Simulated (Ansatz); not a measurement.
Reaction (formal hydrolysis of a B–Ge bond): `[OH][GeH2][B](O)Cl` + H₂O → `OB(O)Cl` + `[OH][GeH3]`

Isolated molecules relaxed with PBE0-D4/def2-TZVP in Ansatz; ΔE leaves out vibrations. CCSD(T)/CBS adds triple-zeta CCSD(T) − MP2 to the extrapolated MP2 energy (def2 sets, frozen cores). This one scheme is used for every species. Functionals use def2-TZVPP. For Ge outer-core shells are correlated without core-valence functions, which leaves a few kJ/mol of doubt a bond. Scalar relativity is left out up to krypton. Each species was taken in one conformer, which may not be the lowest.

`[OH][GeH2][B](O)Cl`:

Z-matrix (Å, degrees):
```
Ge
B 1 2.076
O 1 1.787 2 108.8
H 1 1.536 2 113.5 3 -117.0
H 1 1.544 2 111.0 3 119.8
Cl 2 1.778 1 118.7 3 -13.9
O 2 1.340 1 121.4 3 167.0
H 3 0.960 1 111.3 2 25.1
H 7 0.965 2 114.6 1 179.1
```

H₂O:

Z-matrix (Å, degrees):
```
O
H 1 0.960
H 1 0.960 2 105.1
```

`OB(O)Cl`:

Z-matrix (Å, degrees):
```
B
O 1 1.349
Cl 1 1.771 2 118.0
O 1 1.357 2 121.0 3 180.0
H 2 0.962 1 112.0 3 -180.0
H 4 0.960 1 113.5 2 -180.0
```

`[OH][GeH3]`:

Cartesian coordinates in Å:
```
O 0.800 1.085 0.254
Ge -0.106 -0.427 -0.010
H 0.310 1.863 -0.020
H 0.839 -1.526 0.483
H -0.428 -0.591 -1.508
H -1.415 -0.403 0.802
```

| level | ΔE (kJ/mol) |
| --- | --- |
| PBE0-D4 | -128.3 |
| ωB97M-V | -136.4 |
| revPBE | -124.3 |
| BLYP | -135.1 |
| HF/def2-TZVPP | -161.4 |
| MP2/def2-QZVPP | -129.4 |
| HF/CBS(def2) | -162.5 |
| MP2/CBS(def2) | -126.2 |

(1) What does CCSD(T)/CBS give? (An estimate is asked.)

(2) What do rigid-rotor, harmonic-oscillator terms from PBE0-D4/def2-TZVP frequencies (298.15 K, 1 bar) make of the CCSD(T)/CBS value? (An estimate is asked.)

Largest T1 diagnostic among the species: 0.013.

Answers

(1) Computed: -125.2 kJ/mol. The listed levels differ from it by -3.1, -11.2, 0.9, -9.9, -36.2, -4.2, -37.3, -1.0 kJ/mol.

(2) Ansatz gave: ΔZPE = +1.9 kJ/mol, ΔH = -128.8 kJ/mol, ΔS = -3 J/(mol·K), ΔG = -127.8 kJ/mol. Modes under 50 cm⁻¹ make the entropy rough.

Leaving LDA and LC-ωPBE aside and taking each functional with its dispersion term where it has one, the values, not all of them listed here, spread over 25.0 kJ/mol, from B97M-V to revPBE-D4. LDA lies −7.3 kJ/mol from PBE without D4. From BLYP to BHLYP (50 % exact exchange), in def2-TZVPP and without D4, ΔE moves by −14.1 kJ/mol.

CCSD(T)/CBS has its own doubt, a few kJ/mol and more with outer-core shells, so smaller differences from it don't rank the levels.
